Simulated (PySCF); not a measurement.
C₅H₇F, singlet, geometry from GFN2-xTB; DF-CAMB3LYP/6-31G* run with PySCF.

The PySCF input:
```python
from pyscf import gto, scf, dft

mol = gto.Mole()
mol.atom = '''
    F     2.13999176   -0.91977235    0.46568259
    C     1.36997590    0.19057244    0.50715357
    C     0.12144708    0.18868461    0.09103318
    C    -0.79155552   -0.85285751   -0.49223312
    C    -1.89828034    0.21515492   -0.57420045
    C    -0.93319419    1.25632860    0.02630476
    H     1.90240997    1.03873416    0.91187013
    H    -0.45913410   -1.25244897   -1.44935447
    H    -0.99986015   -1.68810819    0.17501803
    H    -2.76899666    0.00560399    0.04216916
    H    -2.22725151    0.44208429   -1.58526475
    H    -0.68812624    2.09041365   -0.62986030
    H    -1.22932467    1.65437384    0.99593122
'''
mol.basis = '6-31g*'
mol.verbose = 4
mol.max_memory = 1800
mol.build()

mf = dft.RKS(mol)
mf.xc = 'camb3lyp'
mf = mf.density_fit(auxbasis='def2-universal-jkfit')
mf.kernel()
```

The log (banner, timings and long lists left out):

```
PySCF version 2.14.0

[INPUT] verbose = 4
[INPUT] num. atoms = 13
[INPUT] num. electrons = 46
[INPUT] charge = 0
[INPUT] spin (= nelec alpha-beta = 2S) = 0
[INPUT] symmetry False subgroup None
[INPUT] Mole.unit = angstrom
[INPUT] Symbol           X                Y                Z      unit          X                Y                Z       unit  Magmom
[INPUT]  1 F      2.139991760000  -0.919772350000   0.465682590000 AA    4.043998335226  -1.738117838448   0.880012556078 Bohr   0.0
[INPUT]  2 C      1.369975900000   0.190572440000   0.507153570000 AA    2.588879248255   0.360129718490   0.958381350395 Bohr   0.0
[INPUT]  3 C      0.121447080000   0.188684610000   0.091033180000 AA    0.229501719828   0.356562236820   0.172027778448 Bohr   0.0
[INPUT]  4 C     -0.791555520000  -0.852857510000  -0.492233120000 AA   -1.495823145188  -1.611667117179  -0.930185786240 Bohr   0.0
[INPUT]  5 C     -1.898280340000   0.215154920000  -0.574200450000 AA   -3.587229950246   0.406583873153  -1.085081591102 Bohr   0.0
[INPUT]  6 C     -0.933194190000   1.256328600000   0.026304760000 AA   -1.763481440135   2.374116976458   0.049708792172 Bohr   0.0
[INPUT]  7 H      1.902409970000   1.038734160000   0.911870130000 AA    3.595033819942   1.962923078630   1.723184806872 Bohr   0.0
[INPUT]  8 H     -0.459134100000  -1.252448970000  -1.449354470000 AA   -0.867637703449  -2.366785538294  -2.738883005714 Bohr   0.0
[INPUT]  9 H     -0.999860150000  -1.688108190000   0.175018030000 AA   -1.889461846367  -3.190062147735   0.330736143561 Bohr   0.0
[INPUT] 10 H     -2.768996660000   0.005603990000   0.042169160000 AA   -5.232645327235   0.010590006305   0.079688163303 Bohr   0.0
[INPUT] 11 H     -2.227251510000   0.442084290000  -1.585264750000 AA   -4.208895364424   0.835418232073  -2.995716212427 Bohr   0.0
[INPUT] 12 H     -0.688126240000   2.090413650000  -0.629860300000 AA   -1.300370132727   3.950309285552  -1.190263463736 Bohr   0.0
[INPUT] 13 H     -1.229324670000   1.654373840000   0.995931220000 AA   -2.323086944471   3.126313465245   1.882037244704 Bohr   0.0

nuclear repulsion = 226.638164664207
number of shells = 50
number of NR pGTOs = 190
number of NR cGTOs = 98
basis = 6-31g*
ecp = {}

******** <class 'pyscf.df.df_jk.DFRKS'> ********
method = DFRKS
initial guess = minao
damping factor = 0
level_shift factor = 0
DIIS = <class 'pyscf.scf.diis.CDIIS'>
diis_start_cycle = 1
diis_space = 8
diis_damp = 0
SCF conv_tol = 1e-09
SCF conv_tol_grad = None
SCF max_cycles = 50
direct_scf = False
XC library pyscf.dft.libxc version 7.1.2
    S. Lehtola, C. Steigemann, M. J. T. Oliveira, and M. A. L. Marques,  SoftwareX 7, 1–5 (2018)
XC functionals = camb3lyp
    T. Yanai, D. P. Tew, and N. C. Handy,  Chem. Phys. Lett. 393, 51 (2004)
radial grids:
    Treutler-Ahlrichs [JCP 102, 346 (1995); DOI:10.1063/1.469408] (M4) radial grids

becke partition: Becke, JCP 88, 2547 (1988); DOI:10.1063/1.454033
pruning grids: <function nwchem_prune>
grids dens level: 3
symmetrized grids: False
atomic radii adjust function: <function treutler_atomic_radii_adjust>
small_rho_cutoff = 0
Set gradient conv threshold to 3.16228e-05
Initial guess from minao.
tot grids = 153512
******** <class 'pyscf.df.df.DF'> ********
auxbasis = def2-universal-jkfit
Create RSH-DF object <pyscf.df.df.DF object> for omega=0.33
******** <class 'pyscf.df.df.DF'> ********
auxbasis = auxmol.basis = def2-universal-jkfit
init E= -295.325831335502
  HOMO = -0.26116270761379  LUMO = -0.0154186186172258  gap/eV = 6.68704
cycle= 1 E= -294.326754141786  delta_E= 0.999  |g|= 0.499  |ddm|= 3.27
  HOMO = -0.260270713222697  LUMO = 0.0856549131276649  gap/eV = 9.41312
cycle= 2 E= -294.323222622475  delta_E= 0.00353  |g|= 0.567  |ddm|= 0.838
  HOMO = -0.281725693237325  LUMO = 0.0792569064126396  gap/eV = 9.82284
cycle= 3 E= -294.375860820421  delta_E= -0.0526  |g|= 0.0427  |ddm|= 0.466
  HOMO = -0.291358531823448  LUMO = 0.0727808183855849  gap/eV = 9.90874
cycle= 4 E= -294.376231456451  delta_E= -0.000371  |g|= 0.0149  |ddm|= 0.05
  HOMO = -0.287974349366506  LUMO = 0.0760179633256746  gap/eV = 9.90474
cycle= 5 E= -294.376287045068  delta_E= -5.56e-05  |g|= 0.00409  |ddm|= 0.0192
  HOMO = -0.288383013685458  LUMO = 0.0755432020337334  gap/eV = 9.90294
cycle= 6 E= -294.376290681704  delta_E= -3.64e-06  |g|= 0.0015  |ddm|= 0.0053
  HOMO = -0.288452545172724  LUMO = 0.0755195532790727  gap/eV = 9.90419
cycle= 7 E= -294.376291216699  delta_E= -5.35e-07  |g|= 0.000375  |ddm|= 0.00174
  HOMO = -0.288450034031768  LUMO = 0.0755208374226597  gap/eV = 9.90415
cycle= 8 E= -294.376291251725  delta_E= -3.5e-08  |g|= 9.02e-05  |ddm|= 0.000466
  HOMO = -0.288437756101846  LUMO = 0.0755316552631662  gap/eV = 9.90411
cycle= 9 E= -294.376291254132  delta_E= -2.41e-09  |g|= 2.87e-05  |ddm|= 0.000133
  HOMO = -0.288439440783983  LUMO = 0.0755309699448534  gap/eV = 9.90414
cycle= 10 E= -294.376291254384  delta_E= -2.52e-10  |g|= 5.51e-06  |ddm|= 4.21e-05
  HOMO = -0.288439148667862  LUMO = 0.0755311781688297  gap/eV = 9.90414
Extra cycle  E= -294.376291254385  delta_E= -3.41e-13  |g|= 4.67e-06  |ddm|= 1.38e-05
converged SCF energy = -294.376291254385
```
